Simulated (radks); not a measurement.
Values are calculated unless marked as measured or tabulated.
Task: Coherent X-ray form factor from a spherical all-electron density. Level of theory: scalar-relativistic Kohn-Sham, r2SCAN, spin-polarised, spherical densities, finite nucleus; meta-GGA in the generalised Kohn-Sham scheme; Fermi nuclear charge, rms radius of each element as measured or else 0.836 A^(1/3) + 0.57 fm (a radial shooting solver on a logarithmic mesh with Libxc functionals).

sin(theta)/lambda (1/angstrom),f0 (electrons)
0.05,53.298
0.1,51.348
0.15,48.544
0.2,45.360
0.25,42.187
0.3,39.262
0.4,34.380
0.5,30.498
0.6,27.217
0.8,22.023
1,18.542
1.25,15.708
1.5,13.459
2,9.520

The species is in the configuration that NIST lists as its ground one. Which atom or ion scatters so?

Result: The lanthanum ion La3+, [Xe]. Extrapolating in s^2 from the first two rows gives f0(0) = 53.9, near the electron count 54; among species with that count, the fall with angle is slower the higher Z, and the table is that of Z = 57; from so few rows the species is fixed only to a neighbour or two.
